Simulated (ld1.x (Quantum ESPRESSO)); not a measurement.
# potassium PAW: all-electron and pseudo phase curves

| Property | Result |
| --- | --- |
| Element | potassium |
| Generator | ld1.x (Quantum ESPRESSO) 7.5 |
| Type | PAW |
| Functional | PBE |
| Relativity | fully relativistic |
| Frozen core | [Ne] |
| Valence charge | 9 |
| Reference configuration | 3s2 3p6 3d0 4s0 4p0 (charge +1) |
| Partial waves | 3s (bound): rcut 2.25, rcutus 2.65 bohr; 4s (bound, empty): rcut 2.25, rcutus 2.65 bohr; 3p (bound): rcut 1.95, rcutus 2.35 bohr; 4p (bound, empty): rcut 1.95, rcutus 2.35 bohr; 3d (bound, empty): rcut 1.90, rcutus 2.50 bohr; 3d channel at 0.9 Ry: rcut 1.90, rcutus 2.50 bohr |
| Local potential | all-electron potential smoothed inside 1.80 bohr (lloc = -1) |
| Core correction | Bessel-smoothed model core, default radius (core density twice the valence density) |
| Augmentation charge | BG, radius 1.70 bohr |

Open shells are filled in proportion to 2j + 1 (rel_dist='average').

The phase is arctan(r·u′/u) with u = r·R(r), unwrapped; energies in Ry, scanned from -5 to 5 Ry. A pole is an energy at which the radial function vanishes at the test radius. The pseudo phase is shifted by a multiple of π to meet the all-electron one at the reference energy, and phase errors are pseudo minus all-electron; the curves can meet again beyond the range given. Levels narrower than the energy grid can be missing from the lists of poles.

| channel | radius (bohr) | reference energy (Ry) | poles, all-electron | poles, pseudo | unbroken range about the reference energy with phases within 0.05 rad | phase error 1 Ry above the reference energy (rad) |
| --- | --- | --- | --- | --- | --- | --- |
| s | 2.89 | -0.46 | -2.99, 2.29 | -2.99, 2.36 | below 4.2 | +0.002 |
| p1/2 | 2.89 | -0.28 | -1.72, 3.05 | -1.71, 0.08 | -0.3 to -0.2 | -1.528 |
| p3/2 | 2.89 | -0.28 | -1.69, 3.08 | -1.68, 0.16 | -0.4 to -0.2 | -1.513 |
| d3/2 | 2.89 | -0.28 | 0.25, 4.14 | 0.25, 4.00 | the whole range | -0.000 |
| d5/2 | 2.89 | -0.28 | 0.25, 4.14 | 0.25, 4.01 | the whole range | -0.000 |

The ghost test of this file was not conclusive.

Phases in the d5/2 channel:

| E (Ry) | all-electron | pseudo |
| --- | --- | --- |
| -5.00 | 1.412 | 1.411 |
| -4.48 | 1.402 | 1.402 |
| -3.96 | 1.390 | 1.390 |
| -3.44 | 1.376 | 1.376 |
| -2.92 | 1.357 | 1.357 |
| -2.40 | 1.332 | 1.331 |
| -1.88 | 1.294 | 1.293 |
| -1.36 | 1.227 | 1.227 |
| -0.84 | 1.061 | 1.061 |
| -0.32 | -0.150 | -0.150 |
| 0.20 | -1.537 | -1.537 |
| 0.72 | -1.778 | -1.778 |
| 1.24 | -2.035 | -2.035 |
| 1.76 | -2.904 | -2.917 |
| 2.28 | -4.176 | -4.190 |
| 2.80 | -4.492 | -4.502 |
| 3.32 | -4.612 | -4.622 |
| 3.84 | -4.681 | -4.693 |
| 4.36 | -4.733 | -4.749 |
| 4.88 | -4.780 | -4.804 |
